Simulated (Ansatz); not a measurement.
`O[SiH2]BO[SiH3]` + `O[SiH](F)N[SiH3]` → `[SiH3]BO[SiH3]` + `O[SiH2]N[SiH](O)F`  (redistribution)

Isolated molecules relaxed with PBE0-D4/def2-TZVP in Ansatz; ΔE leaves out vibrations. CCSD(T)/CBS adds triple-zeta CCSD(T) − MP2 to the extrapolated MP2 energy (def2 sets, frozen cores). DFT in def2-TZVPP. B3LYP here is the variant with VWN-RPA as its local correlation; programs differ in this. Each species was taken in one conformer, which may not be the lowest.

`O[SiH2]BO[SiH3]`:

Cartesian coordinates in Å:
```
O -3.034 -1.179 -0.171
Si -1.828 -0.494 0.738
B -0.158 -0.070 -0.342
O 0.974 0.251 0.319
Si 2.497 0.666 -0.199
H -3.255 -0.750 -0.998
H -2.303 0.767 1.390
H -1.551 -1.476 1.819
H -0.137 -0.073 -1.554
H 2.804 2.014 0.334
H 2.540 0.670 -1.683
H 3.450 -0.327 0.348
```

`O[SiH](F)N[SiH3]`:

```xyz
11

O    -0.650    2.473    0.267
Si   -0.831    1.002   -0.406
F    -0.018    0.877   -1.774
N    -0.201   -0.257    0.556
Si    0.839   -1.563    0.078
H     0.215    2.714    0.604
H    -2.267    0.908   -0.716
H    -0.506   -0.283    1.518
H     2.234   -1.111   -0.167
H     0.845   -2.542    1.197
H     0.340   -2.217   -1.157
```

`[SiH3]BO[SiH3]`:

Cartesian coordinates in Å:
```
Si 0.289 0.223 2.275
B -0.457 -0.001 0.400
O 0.366 -0.031 -0.667
Si 0.075 -0.197 -2.295
H 1.773 0.338 2.317
H -0.118 -0.938 3.120
H -0.296 1.443 2.905
H -1.648 -0.109 0.217
H 0.611 1.006 -2.974
H -1.384 -0.326 -2.537
H 0.790 -1.407 -2.761
```

`O[SiH2]N[SiH](O)F`:

Z-matrix (Å, degrees):
```
Si
N 1 1.728
O 1 1.643 2 113.3
H 1 1.486 2 105.2 3 -122.6
H 1 1.478 2 111.2 3 116.0
Si 2 1.699 1 129.0 3 -65.9
H 2 1.011 1 115.4 3 113.5
H 3 0.958 1 117.9 2 -53.5
O 6 1.632 2 107.4 1 -145.5
F 6 1.600 2 112.8 1 96.9
H 6 1.475 2 109.5 1 -20.6
H 9 0.958 6 117.8 2 -157.7
```

```csv
level,ΔE (kJ/mol),difference from CCSD(T)/CBS
PBE-D4,-33.2,-1.5
r2SCAN-D4,-33.3,-1.6
PBE0-D4,-33.1,-1.4
B3LYP-D4,-31.6,0.1
ωB97M-V,-32.4,-0.7
PBE,-32.8,-1.1
B3LYP,-31.0,0.7
HF/def2-TZVPP,-28.7,3.0
MP2/def2-TZVPP,-32.1,-0.4
SCS-MP2/def2-TZVPP,-30.2,1.5
CCSD/def2-TZVPP,-31.7,0.0
HF/def2-QZVPP,-28.5,3.2
SCS-MP2/def2-QZVPP,-29.8,1.9
HF/CBS(def2),-28.5,3.2
MP2/CBS(def2),-31.4,0.3
CCSD/CBS(def2),-31.1,0.6
CCSD(T)/CBS,-31.7,0
```

Largest T1 diagnostic among the species: 0.014.

In def2-TZVPP, CCSD(T) changes the Hartree–Fock value by −3.7 kJ/mol (the triples alone add −0.7 kJ/mol) and MP2 by −3.3 kJ/mol.
